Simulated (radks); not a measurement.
The numbers below are computed, except where a source is named.
Question: These are the eigenvalues of the occupied orbitals of an atom or ion with whole-number occupations (hartree). Level of theory: scalar-relativistic Kohn-Sham, PBEsol, spin-polarised, spherical densities, finite nucleus; Fermi nuclear charge, rms radius of each element as measured or else 0.836 A^(1/3) + 0.57 fm (a radial shooting solver on a logarithmic mesh with Libxc functionals).

| orbital | eigenvalue |
|---|---|
| 1s up | -33.53425 |
| 1s down | -33.39816 |
| 2s up | -3.89516 |
| 2s down | -3.58625 |
| 2p up | -3.07226 |

Which element is it, and in what charge state? The configuration may be excited. Open shells, if any, are filled with parallel spins first.

Answer: Z = 10, neon, charge +3: Ne3+ in [He] 2s2 2p3. The list shows which subshells hold electrons but not how many an open one holds; the 1s level, -33.534 hartree, gives Z - s = 8.2 by -(Z - s)^2/2, which with screening and relativity narrows Z to a few neighbours, and the depths of the outer levels then fix element, charge and occupations together.
